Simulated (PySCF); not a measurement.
Compound: Si(SH)2Cl2.
Bonds: Si1–S2, Si1–S4, Si1–Cl6, Si1–Cl7. Hydrogens: H3 on S2; H5 on S4.

Computed with PBE0-D3(BJ)/def2-SVP geometry optimisation, gas phase (PySCF).

(1) List the bond lengths, angles and torsions at this level.

## Answers

(1) 
```
            bond  length (Å)
  Si1–S2, Si1–S4       2.120
Si1–Cl6, Si1–Cl7       2.059
    S2–H3, S4–H5       1.352
```

Bonds in one row agree within 0.01 Å and their mean is given. A selection of angles:
```
      angle  degrees
  S2–Si1–S4    104.5
 S2–Si1–Cl6    111.8
Cl6–Si1–Cl7    105.3
  Si1–S2–H3     93.4
```

Torsions: H3–S2–Si1–S4 177° (antiperiplanar); H5–S4–Si1–S2 177° (antiperiplanar).

Si1 (silicon bonded to 2 Cl and 2 S) is distorted tetrahedral (angles from 104.5° to 112.2°).

No PBE0-D3(BJ)/def2-SVP frequencies stand behind this structure, so it isn't proved a minimum. The numbers are those of one conformer (S4–Si1–S2–H 177°, S2–Si1–S4–H 177°).

On an Arm Neoverse V1 with one thread, no GPU, on a shared host, this took 21 s and 0.41 GiB of memory at its peak. That covers the optimisation of the geometry.
